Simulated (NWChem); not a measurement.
The numbers come from NWChem runs, not from measurements. System: arsenic trifluoride (AsF₃), charge 0, spin multiplicity 1, at a geometry optimised with PBE0/def2-SVP. Level: BHandHLYP/def2-TZVP.

Job file:

```
start mol
memory heap 200 mb stack 900 mb global 1100 mb
geometry units angstroms nocenter noautoz
  F      0.738925    -0.489175     1.281763
  As     0.000896     0.398876     0.000000
  F      0.738925    -0.489175    -1.281763
  F     -1.481134    -0.484194     0.000000
  symmetry group Cs
end
basis spherical
  * library def2-tzvp
end
dft
  xc bhlyp
  semidirect memsize 60000000 filesize 0
  iterations 100
end
task dft energy
```

Part of the output:

```
             Northwest Computational Chemistry Package (NWChem) 7.3.0
             --------------------------------------------------------

                                NWChem Input Module
                                -------------------

 Scaling coordinates for geometry "geometry" by  1.889725989
 (inverse scale =  0.529177249)

 Turning off AUTOSYM since
 SYMMETRY directive was detected!

                             Geometry "geometry" -> ""
                             -------------------------

 Output coordinates in angstroms (scale by  1.889725989 to convert to a.u.)

  No.       Tag          Charge          X              Y              Z
 ---- ---------------- ---------- -------------- -------------- --------------
    1 F                    9.0000     0.73892500    -0.48917500     1.28176300
    2 As                  33.0000     0.00089600     0.39887600     0.00000000
    3 F                    9.0000     0.73892500    -0.48917500    -1.28176300
    4 F                    9.0000    -1.48113400    -0.48419400     0.00000000

 Effective nuclear repulsion energy (a.u.)     323.4651667098

            Nuclear Dipole moment (a.u.)
            ----------------------------
        X                 Y               Z
 ---------------- ---------------- ----------------
     0.0000226767     0.0000226767     0.0000000000

      Symmetry information
      --------------------

 Group name             Cs
 Group number              2
 Group order               2
 No. of unique centers     3

      Symmetry unique atoms

     1    2    4


 Summary of "ao basis" -> "" (spherical)
 ------------------------------------------------------------------------------
       Tag                 Description            Shells   Functions and Types
 ---------------- ------------------------------  ------  ---------------------
 *                         def2-tzvp                  on all atoms

                                 NWChem DFT Module
                                 -----------------

 Summary of "ao basis" -> "ao basis" (spherical)
 ------------------------------------------------------------------------------
[...]
 Vector   30  Occ=2.000000D+00  E=-4.164213D-01  Symmetry=a'
              MO Center=  1.0D-03,  4.5D-01, -4.8D-16, r^2= 2.3D+00
   Bfn.  Coefficient  Atom+Function         Bfn.  Coefficient  Atom+Function
  ----- ------------  ---------------      ----- ------------  ---------------
    37      0.543957  2 As s                 36      0.374493  2 As s
    48      0.320399  2 As py                35     -0.199438  2 As s
    42     -0.192236  2 As py                 7     -0.183810  1 F  py
    86     -0.183810  3 F  py               117     -0.183514  4 F  py
    10     -0.152127  1 F  py                34     -0.152649  2 As s

 Vector   31  Occ=0.000000D+00  E=-5.122596D-03  Symmetry=a'
              MO Center=  1.0D-01,  6.5D-01,  1.1D-15, r^2= 2.8D+00
   Bfn.  Coefficient  Atom+Function         Bfn.  Coefficient  Atom+Function
  ----- ------------  ---------------      ----- ------------  ---------------
    50      0.905843  2 As px                47      0.433739  2 As px
   115      0.341250  4 F  s                 41     -0.243726  2 As px
     5     -0.170621  1 F  s                 84     -0.170621  3 F  s
   123      0.164012  4 F  py               117      0.133703  4 F  py
    68      0.124087  2 As d -2             120      0.115580  4 F  py

 Vector   32  Occ=0.000000D+00  E=-5.120885D-03  Symmetry=a"
              MO Center= -1.0D-01,  6.5D-01,  2.5D-15, r^2= 2.8D+00
   Bfn.  Coefficient  Atom+Function         Bfn.  Coefficient  Atom+Function
  ----- ------------  ---------------      ----- ------------  ---------------
    52      0.905836  2 As pz                49      0.433738  2 As pz
     5     -0.295519  1 F  s                 84      0.295519  3 F  s
    43     -0.243726  2 As pz               124     -0.147760  4 F  pz
    13     -0.142491  1 F  py                92      0.142491  3 F  py
    69      0.124318  2 As d -1               7     -0.116110  1 F  py

 Vector   33  Occ=0.000000D+00  E= 7.952161D-02  Symmetry=a'
              MO Center=  4.7D-04,  2.1D-01,  9.6D-14, r^2= 3.4D+00
   Bfn.  Coefficient  Atom+Function         Bfn.  Coefficient  Atom+Function
  ----- ------------  ---------------      ----- ------------  ---------------
    51      1.178198  2 As py                37     -1.035656  2 As s
     5      0.513723  1 F  s                 84      0.513723  3 F  s
   115      0.513718  4 F  s                 36     -0.412937  2 As s
    48      0.330009  2 As py               122      0.317770  4 F  px
    14     -0.275123  1 F  pz                93      0.275123  3 F  pz

 center of mass
 --------------
 x =   0.00006789 y =   0.03006032 z =   0.00000000

 moments of inertia (a.u.)
 ------------------
         313.749286205849           0.296184718757           0.000000000000
           0.296184718757         445.847931635240           0.000000000000
           0.000000000000           0.000000000000         313.745800210605

     Multipole analysis of the density
     ---------------------------------

     L   x y z        total         alpha         beta         nuclear
     -   - - -        -----         -----         ----         -------
     0   0 0 0     -0.000000    -30.000000    -30.000000     60.000000

     1   1 0 0      0.002486      0.001232      0.001232      0.000023
     1   0 1 0      1.086968      0.543473      0.543473      0.000023
     1   0 0 1      0.000000      0.000000      0.000000      0.000000

     2   2 0 0    -25.179563    -65.391593    -65.391593    105.603623
     2   1 1 0      0.004275      0.073819      0.073819     -0.143363
     2   1 0 1      0.000000      0.000000      0.000000      0.000000
     2   0 2 0    -23.257506    -32.461667    -32.461667     41.665828
     2   0 1 1      0.000000      0.000000      0.000000      0.000000
     2   0 0 2    -25.179516    -65.392399    -65.392399    105.605281

 Task  times  cpu:        4.7s     wall:        4.7s

 Total times  cpu:        4.8s     wall:        4.8s
```
